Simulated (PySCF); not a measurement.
AsMe2H: computed shieldings and shifts

AsMe2H, C2H7As, point group Cs.

Geometry (Å), atoms numbered from 1 in this order:
```xyz
10

As   -0.3026   -0.5174    1.0043
C     1.3792   -0.5760   -0.0185
H     1.9815    0.3059    0.2447
H     1.2062   -0.5828   -1.1038
H     1.9468   -1.4741    0.2641
C    -1.1819    0.9140   -0.0233
H    -2.2488    0.9486    0.2399
H    -1.0813    0.7695   -1.1083
H    -0.7297    1.8770    0.2554
H    -0.9695   -1.6646    0.2456
```

GIAO calculations in PySCF 2.14 on the PBE0-D3(BJ)/def2-SVP structure: isolated species, non-relativistic, equivalent atoms averaged; basis pcSseg-1.

Problem. Give the isotropic shieldings (ppm) with PBE0, wB97X-D.

Solution. 
| atoms | environment | PBE0 | wB97X-D |
| --- | --- | --- | --- |
| As1 | arsenic bonded to 2 C, H | 1556 | 1547 |
| C2/C6 | carbon bonded to As, 3 H | 176.8 | 177.5 |
| H10 | hydrogen on an arsenic bonded to 2 C | 27.89 | 28.06 |
| H3/H4/H5/H7/H8/H9 | hydrogen on a carbon bonded to As | 30.33 | 30.49 |
| HOMO–LUMO gap (eV) | – | 7.62 | 11.20 |

Problem. And the chemical shifts, against references computed in the same way?

Solution. 
```tsv
atoms	nucleus, reference	PBE0	wB97X-D
As1	⁷⁵As, AsH3	355	348
C2/C6	¹³C, TMS	7.6	7.0
H10	¹H, TMS	3.38	3.32
H3/H4/H5/H7/H8/H9	¹H, TMS	0.93	0.89
```

Problem. Which part of the shielding of As1 depends on the functional?

Solution. Diamagnetic: PBE0 2874, wB97X-D 2874 ppm; paramagnetic: PBE0 -1318, wB97X-D -1327 ppm. The diamagnetic part, set mainly by inner electrons, hardly moves; the paramagnetic part goes with low-lying magnetically allowed excitations and carries the spread.

Problem. What couplings does B3LYP/pcJ-1 (pcSseg-1 on As) (without the spin–dipole term) give?

Solution. ¹J(C2,H3) = 140.2, ²J(H3,H4) = -12.5, ³J(H3,H10) = 7.5, ³J(C2,H7) = 4.8 Hz (averaged over equivalent pairs; isotopes ¹³C, ¹H).

Relativistic effects, spin–orbit coupling among them, are left out; they matter for As and for the light atoms bonded to it.
